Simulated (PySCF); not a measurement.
PySCF input file for O₂W, SMILES [O]=[W]=[O], multiplicity 1, PBE0-D3(BJ)/def2-TZVP. Coordinates come from a PBE0-D3(BJ)/def2-TZVP optimisation. The multiplicity is an assumed one; other spin states were not compared. The def2 effective core potentials stand for the cores of W; spin–orbit coupling is left out.

```python
import numpy as np
from pyscf import gto, scf, dft, df
from pyscf.hessian import thermo

mol = gto.M(
    atom='''
    W     0.00000000    0.00000000    0.18315768
    O     0.00000000    1.32293576   -0.84710426
    O     0.00000000   -1.32293576   -0.84710426
    ''',
    basis='def2-TZVP',
    ecp={'W': 'def2-tzvp'},
    charge=0,
    spin=0,
    max_memory=1600,
    verbose=3,
)
mf = dft.RKS(mol, xc='pbe0').density_fit(auxbasis='def2-universal-jkfit')
mf.disp = 'd3bj'
mf.grids.level = 3
mf.conv_tol = 1e-11
mf.max_cycle = 100
mf.kernel()

# [left out here: the lines that compute and print the analytic Hessian (its translational invariance restored by hand, since the grid's response is missing), thermochemistry and intensities]
```

Program output:

```
converged SCF energy = -217.448382530414

WARN: DFTD3 does not support analytical Hessian, using finite difference


WARN: Mole.unit (angstrom) is changed to Bohr

Mode                                 0                   1                   2
Irrep
Freq [cm^-1]                      381.4164           1044.9495           1104.3188
Reduced mass [au]                  17.2555             17.5668             17.0662
Force const [Dyne/A]                1.4790             11.3014             12.2624
Char temp [K]                     548.7733           1503.4497           1588.8689
Normal mode                   x     y     z       x     y     z       x     y     z
       0   W                -0.00 -0.00  0.02    0.00  0.02  0.00   -0.00 -0.00  0.02
       1   O                 0.00 -0.12 -0.12    0.00 -0.13  0.10   -0.00  0.13 -0.11
       2   O                -0.00  0.12 -0.12   -0.00 -0.13 -0.10    0.00 -0.13 -0.11
temperature 298.1500 [K]
pressure 101325.00 [Pa]
Rotational constants [GHz] 17.46976 9.02437 5.95051
Symmetry number 2
Zero-point energy (ZPE) 0.00577 [Eh]   15136.856 [J/mol]
                           tot       elec      trans        rot        vib
Entropy [J/mol/K]       272.630      0.000    175.775     91.947      4.907
Cv [J/mol/K]             33.799      0.000     12.472     12.472      8.856
Cp [J/mol/K]             42.114      0.000     20.786     12.472      8.856
Internal energy [J/mol]                      3718.434   3718.434  16143.309
Internal energy [Eh]   -217.43940  -217.44838
Enthalpy [J/mol]                             6197.391   3718.434  16143.309
Enthalpy [Eh]          -217.43846
Gibbs free energy [J/mol]                  -46210.006 -23695.703  14680.301
Gibbs free energy [Eh] -217.46942
static polarisability / bohr^3: [[62.126  0.     0.   ]
 [-0.    52.711 -0.   ]
 [-0.     0.    60.701]]
largest difference of analytic and finite-field dipole derivatives / e: 0.0007579712224978774
mode   freq/cm-1   IR/(km/mol)   Raman/(A^4/amu)   depolarisation
   1      381.42         2.439             1.242            0.572
   2     1044.95       154.638            26.972            0.750
   3     1104.32        63.179            16.614            0.336
max |gradient| / (hartree/bohr): 9.735565847675585e-05
APT charges: [ 1.2483 -0.6241 -0.6241]
```

The run converged.

Cost: roughly 60 core-seconds.
